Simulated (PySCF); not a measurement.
## Spinor energies of Ce²⁺ (cerium, charge +2)

Start: [Xe] 4f2; 4f5/2 filled at m_j = +3/2, +5/2. Calculated with PySCF 2.14 in x2c-TZVPPall-2c (11s11p10d4f2g, 140 functions): generalised Hartree-Fock with the X2C-1e Hamiltonian and a Gaussian nucleus; one run each with spin-orbit coupling (SO) switched off, then screened by Boettger's factors.

```
spinor shell  electrons  ε, spin-free (eV)  ε, screened SO (eV)  weight of nominal j (screened SO)  rms radius, screened SO (bohr)
       1s1/2          2           -40649.7             -40644.1                              1.000                          0.0280
       2s1/2          2            -6623.0              -6621.3                              1.000                           0.114
       2p1/2          2            -5925.5              -6238.0                              1.000                          0.0979
       2p3/2          4            -5925.5              -5787.7                              1.000                           0.104
       3s1/2          2            -1475.7              -1475.1                              1.000                           0.296
       3p1/2          2            -1248.8              -1311.8                              1.000                           0.288
       3p3/2          4            -1248.8              -1220.6                              1.000                           0.301
       3d3/2          4            -926.53              -938.05                              1.000                           0.272
       3d5/2          6            -926.53              -918.22                              1.000                           0.276
       4s1/2          2            -322.19              -321.98                              1.000                           0.678
       4p1/2          2            -245.57              -259.70                              0.994                           0.703
       4p3/2          4            -245.57              -239.11                              0.997                           0.729
       4d3/2          4            -132.14              -135.86                              0.897                           0.805
       4d5/2          6            -132.14              -129.45                              0.931                           0.812
       5s1/2          2            -59.393              -59.352                              1.000                            1.66
       5p1/2          2            -38.430              -40.713                              0.950                            1.86
       5p3/2          4            -38.430              -37.381                              0.975                            1.96
       4f5/2          2            -21.346              -21.395                              0.891                            1.28
```

```csv
quantity,spin-free,screened SO
E (hartree),-8853.97860,-8857.84199
M_J,4,4
⟨J²⟩,22.013,20.988
⟨L²⟩,30.011,29.792
⟨S²⟩,2.002,1.992
```

The determinant has a definite M_J but mixes levels of different J.

Each row is a mean over spinors that exchange with the open shell spreads, by up to 7.816 eV (4d3/2).

Rows whose weight is well below 1 are mixtures of j = l ± 1/2: exchange outweighs spin-orbit coupling there, and the label is only the starting occupation.

Breit and QED terms are absent; they matter most for the inner s and p1/2 levels.

Densities and radii are taken from the X2C orbitals without a picture-change correction, which distorts them close to the nucleus.

Without spin-orbit coupling the j labels of p, d and f shells carry no meaning; the spin-free column gives the mean over the occupied spinors of each nl shell, and its ⟨J²⟩ belongs to a mixture of degenerate components.
